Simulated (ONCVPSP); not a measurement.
## O: excitation energies, all-electron against ONCV

O, optimised norm-conserving Vanderbilt (ONCV), made with ONCVPSP 4.0.1 (PBEsol, fully relativistic). Core [He], reference 2s1.5 2p4.5. Waves: 2s: rc 0.70 bohr, ncon 3, nbas 6, qcut 11.7 1/bohr, 2 projectors, debl 3.6 Ha; 2p: rc 1.85 bohr, ncon 4, nbas 6, qcut 6.7 1/bohr, 1 projector. Local part: polynomial inside 0.65 bohr (lpopt 5, dvloc0 0 Ha). Core correction: Teter function, parameters optimised by the program.

Open shells are filled in proportion to 2j + 1.

Energies are relative to the spin-unpolarised reference configuration 2s1.5 2p4.5; without spin polarisation the order of configurations can differ from experiment.

Task: Give the all-electron excitation energy and the error of the potential for: 2s2 2p4; 2s2 2p3; 2s2 2p2; 2s2 2p0.

Result:

| valence configuration | charge | ΔE all-electron (eV) | error AE − PS (meV) |
| --- | --- | --- | --- |
| 2s2 2p4 | 0 | -7.422 | -1.7 |
| 2s2 2p3 | +1 | 8.937 | +11 |
| 2s2 2p2 | +2 | 42.415 | +195 |
| 2s2 2p0 | +4 | 172.767 | +3646 |
